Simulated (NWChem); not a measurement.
System: C₄H₃NO; SMILES C#C/C=N/C=O

NWChem input:

```
start job
memory heap 200 mb stack 900 mb global 1100 mb
geometry units angstroms noautosym nocenter noautoz
  C     -0.291340     3.031771    -0.006236
  C     -0.039513     1.847336     0.062015
  C      0.291432     0.467434     0.204976
  N     -0.020528    -0.407984    -0.669526
  C      0.268276    -1.744661    -0.388466
  O      0.031936    -2.294178     0.654261
  H     -0.525060     4.078874    -0.082155
  H      0.839945     0.191094     1.125570
  H      0.698001    -2.275481    -1.268679
end
basis spherical
  * library pcsseg-1
end
dft
  xc pbe0
  iterations 150
end
property
  shielding
end
task dft property
```

Output (shortened):

```
             Northwest Computational Chemistry Package (NWChem) 7.3.0
             --------------------------------------------------------

                             Geometry "geometry" -> ""
                             -------------------------

 Output coordinates in angstroms (scale by  1.889725989 to convert to a.u.)

  No.       Tag          Charge          X              Y              Z
 ---- ---------------- ---------- -------------- -------------- --------------
    1 C                    6.0000    -0.29134000     3.03177100    -0.00623600
    2 C                    6.0000    -0.03951300     1.84733600     0.06201500
    3 C                    6.0000     0.29143200     0.46743400     0.20497600
    4 N                    7.0000    -0.02052800    -0.40798400    -0.66952600
    5 C                    6.0000     0.26827600    -1.74466100    -0.38846600
    6 O                    8.0000     0.03193600    -2.29417800     0.65426100
    7 H                    1.0000    -0.52506000     4.07887400    -0.08215500
    8 H                    1.0000     0.83994500     0.19109400     1.12557000
    9 H                    1.0000     0.69800100    -2.27548100    -1.26867900

 Effective nuclear repulsion energy (a.u.)     183.1737446225

                              NWChem Property Module
                              ----------------------

  itol2e modified to match energy
  convergence criterion.

                                 NWChem DFT Module
                                 -----------------

 Summary of "ao basis" -> "ao basis" (spherical)
 ------------------------------------------------------------------------------
       Tag                 Description            Shells   Functions and Types
 ---------------- ------------------------------  ------  ---------------------
 C                          pcsseg-1                 7       17   3s3p1d
 N                          pcsseg-1                 7       17   3s3p1d
 O                          pcsseg-1                 7       17   3s3p1d
 H                          pcsseg-1                 3        5   2s1p

  itol2e modified to match energy
  convergence criterion.

[...]

          -----------------------------------------
          Chemical Shielding Tensors (GIAO, in ppm)
          -----------------------------------------

                                NWChem CPHF Module
                                ------------------

  scftype          =     RHF
  nclosed          =       21
  nopen            =        0
  variables        =     2016
  # of vectors     =        3
  tolerance        = 0.10D-03
  level shift      = 0.00D+00
  max iterations   =       50
  max subspace     =       30

 SCF residual:    1.2555633418512489E-004

Iterative solution of linear equations
  No. of variables     2016
  No. of equations        3
  Maximum subspace       30
        Iterations       50
       Convergence  1.0D-04

   iter   nsub   residual    time
   ----  ------  --------  ---------
     1      3    7.04D-01      48.2
     2      6    1.19D-01      52.3
     3      9    6.80D-03      56.4
     4     12    6.53D-04      60.5
     5     15    5.20D-05      64.8

      Atom:    1  C
        Diamagnetic
    247.4538     -8.0340      0.0812
     -8.0340    278.9216     -2.0877
      0.0812     -2.0877    245.2397

        Paramagnetic
   -204.4853    -25.5643     -0.1053
    -25.5643    -98.7968    -14.0783
     -0.1053    -14.0783   -215.2888

        Total Shielding Tensor
     42.9685    -33.5983     -0.0241
    -33.5983    180.1248    -16.1659
     -0.0241    -16.1659     29.9509

           isotropic =      84.3481
          anisotropy =     157.6791

          Principal Components and Axis System
                 1           2           3
              189.4675     36.7751     26.8016

      1        -0.2224      0.9022      0.3695
      2         0.9700      0.1666      0.1772
      3        -0.0983     -0.3978      0.9122

      Atom:    2  C
        Diamagnetic
    234.0920    -11.9206      0.9501
    -11.9206    285.3279     -2.2886
      0.9501     -2.2886    231.9511

        Paramagnetic
   -217.3227    -47.8666      1.6346
    -47.8666     -7.1003    -15.4597
      1.6346    -15.4597   -225.6372

        Total Shielding Tensor
     16.7694    -59.7871      2.5847
    -59.7871    278.2276    -17.7483
      2.5847    -17.7483      6.3140

           isotropic =     100.4370
          anisotropy =     287.8987

          Principal Components and Axis System
                 1           2           3
              292.3694      5.9149      3.0266

      1        -0.2121     -0.4994      0.8400
      2         0.9752     -0.0533      0.2146
      3        -0.0624      0.8647      0.4983

      Atom:    3  C
        Diamagnetic
    247.4721      0.6684      5.8646
      0.6684    270.3158      9.0193
      5.8646      9.0193    259.1305

        Paramagnetic
   -161.5123     38.3871    -72.4352
     38.3871   -304.1176     11.4687
    -72.4352     11.4687   -220.8120

        Total Shielding Tensor
     85.9598     39.0555    -66.5706
     39.0555    -33.8018     20.4879
    -66.5706     20.4879     38.3185

           isotropic =      30.1588
          anisotropy =     157.8629

          Principal Components and Axis System
                 1           2           3
              135.4008    -63.7595     18.8352

      1         0.8304     -0.4005      0.3875
      2         0.1259      0.8122      0.5696
      3        -0.5428     -0.4242      0.7249

      Atom:    4  N
        Diamagnetic
    322.8046      1.9021     -0.5437
      1.9021    348.3141     11.4321
     -0.5437     11.4321    328.1123

[...]
```

Level: PBE0/pcSseg-1, GIAO. Structure relaxed at the PBE0/def2-SVP level. The printed shielding anisotropy is the first printed principal value minus the mean of the other two.
